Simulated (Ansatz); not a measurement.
`[SiH3][Se][GaH2]`. Total charge 0; spin multiplicity 1. Geometry: relaxed with PBE0-D4/def2-TZVP.

```xyz
8

Si    0.768   -0.459    1.178
Se   -0.887   -1.329   -0.130
Ga   -1.052    0.514   -1.538
H     1.984   -0.174    0.377
H     1.083   -1.479    2.209
H     0.320    0.792    1.839
H    -2.113    0.411   -2.676
H    -0.103    1.724   -1.258
```

**Question.** What is the dipole moment at PBE/def2-TZVPP? (Best estimate.)

**Answer.** Ansatz gave: 0.81 D, with components (0.27, 0.74, -0.18) D in this frame, pointing from negative to positive charge.

**Question.** And with r2SCAN, B3LYP, ωB97M-V? (An estimate is asked.)

**Answer.** Ansatz gave: r2SCAN 0.93 D, B3LYP 0.92 D, ωB97M-V 1.05 D.

**Question.** Give the Mulliken charges with PBE, ωB97M-V, B3LYP in def2-TZVPP. (Best estimate.)

**Answer.** Computed: 
```csv
atom,PBE,ωB97M-V,B3LYP
Si1,0.17,0.12,0.23
Se2,-0.20,-0.25,-0.24
Ga3,0.19,0.18,0.22
H4,-0.03,-0.01,-0.05
H5,-0.04,-0.01,-0.05
H6,-0.03,-0.01,-0.05
H7,-0.02,0.00,-0.03
H8,-0.03,-0.02,-0.04
```

B3LYP here is the variant with VWN-RPA as its local correlation; programs differ in this.
